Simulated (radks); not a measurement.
Neutral strontium inside a hard spherical wall (all orbitals vanish at R), configuration held at [Kr] 5s2 and not refilled when levels cross. All-electron calculation, scalar-relativistic Kohn-Sham, PBEsol, spin-polarised, spherical densities, finite nucleus; Fermi nuclear charge, rms radius 4.224 fm. Program: a radial shooting solver on a logarithmic mesh with Libxc functionals. Eigenvalues in eV for spin up, with the zero of energy where the potential of the charges vanishes at infinity; a dash marks a level that is unbound or too diffuse for the functional's potential to be trusted. A positive occupied level is held by the wall or, in an anion where self-interaction has pushed it up, behind a barrier. The pressure on the wall is -dE/dV.

R (bohr)  E (hartree)  kinetic (hartree)    e(3d)    e(4s)    e(4p)   e(5s)  e(4d, empty)  e(5p, empty)  pressure (GPa)
free      -3177.54333           3258.169  -128.02  -40.874  -22.807  -3.536        -1.288        -1.268               0
12        -3177.54281           3258.175  -127.97  -40.826  -22.760  -3.502        -1.240        -1.162         0.00810
10        -3177.53991           3258.197  -127.79  -40.655  -22.592  -3.372        -1.084        -0.892          0.0743
8         -3177.52216           3258.298  -127.15  -40.041  -21.994  -2.824        -0.522         0.062           0.695
6         -3177.41612           3258.734  -125.24  -38.266  -20.289  -0.529         1.286         3.610            7.54
4         -3176.60950           3261.545  -118.58  -32.812  -15.077  12.399         8.299        20.989             157
1.5       -3120.72814           3412.394   -4.282   105.55   138.25  452.88        190.92        479.54          146000
